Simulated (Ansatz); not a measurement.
An input meant for GaCl2I (GaICl₂) (charge 0, singlet).

```yaml
crystal:
  periodic: [false, false, false]
  atoms:
    - {symbol: Ga, position_ang: [0.032614, 0.054920, -0.000163]}
    - {symbol: Cl, position_ang: [2.161291, 0.069710, 0.011729]}
    - {symbol: Cl, position_ang: [-0.973453, 1.930855, -0.017838]}
    - {symbol: I, position_ang: [-1.220442, -2.055486, 0.006272]}
basis:
  gaussian: {orbitals: x2c-TZVPPall}
total_charge: 1
magnetization: {spin_polarized: true, initial_magnetization: 2}
hamiltonian: {xc: {name: SVWN5}}
scf: {omitted_lower_state_checks: [starts]}
output: {forces: true}
```

```sh
$ ansatz run in.yaml --threads 4 --pin off --events-out ev --progress --plain --max-ram 3916MiB
```

It prints (some lines left out):

```
Error: a molecule whose nuclei and cores have a total charge of 118 cannot have a net charge of 1 together with 2 unpaired electrons
```

**Question.** What is wrong with this run?

**Answer.** The number of unpaired electrons doesn't fit the electron count. The program refused the input.
